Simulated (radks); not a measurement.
Values are calculated unless marked as measured or tabulated.
The nitrogen ion N2+, 5 electrons, occupied as [He] 2s2 2p(up 1, down 0). Level of theory: non-relativistic Kohn-Sham, TPSS, spin-polarised, spherical densities, point nucleus; meta-GGA in the generalised Kohn-Sham scheme (a radial shooting solver on a logarithmic mesh with Libxc functionals).

Unscreened Slater integrals over Kohn-Sham orbitals (cm^-1). They are taken over the spin-up orbitals.

integral,value
"F0(2p,2p)",177540
"F2(2p,2p)",82865
"F0(2p,2s)",173480
"G1(2p,2s)",106290
"F0(2p,1s)",247830
"G1(2p,1s)",29662
"F0(2s,2s)",171130
"F0(2s,1s)",240100
"G0(2s,1s)",19079
"F0(1s,1s)",903060

Derived for the open shells (J is the average intra-shell exchange parameter used in DFT+U). 2p: J = F2/5 = 16570 cm^-1.
